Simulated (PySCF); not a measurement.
**Correlation energy of Br⁺ (bromine, charge +1)**

[Ar] 3d10 4s2 4p4, high-spin 3P determinant. All numbers are calculated (PySCF 2.14, the non-relativistic Hamiltonian (point nucleus), in pcseg-2). Frozen: [Ar] 3d10; 6 electrons correlated.

MP2 pair energies summed by pair of shells (mhartree):

```
 pair  energy  share (%)
4s-4p  -47.76       46.3
4p-4p  -47.28       45.8
4s-4s   -8.09        7.8
```

Total MP2 correlation energy: -103.12 mhartree.

Same-spin part -23.35 and opposite-spin part -79.77 mhartree; SCS-MP2 scales them by 1/3 and 6/5 to -103.51 mhartree.

| level | correlation energy (mhartree) |
| --- | --- |
| CCSD | -122.86 |
| (T) | -3.24 |
| CCSD(T) | -126.10 |

Diagnostics: T1 = 0.0073, D1 = 0.0231, largest double amplitude 0.050.

Q: Is a single reference adequate?

A: Yes, within this model without spin-orbit coupling: T1 lies below 0.03 and no double amplitude reaches 0.07.
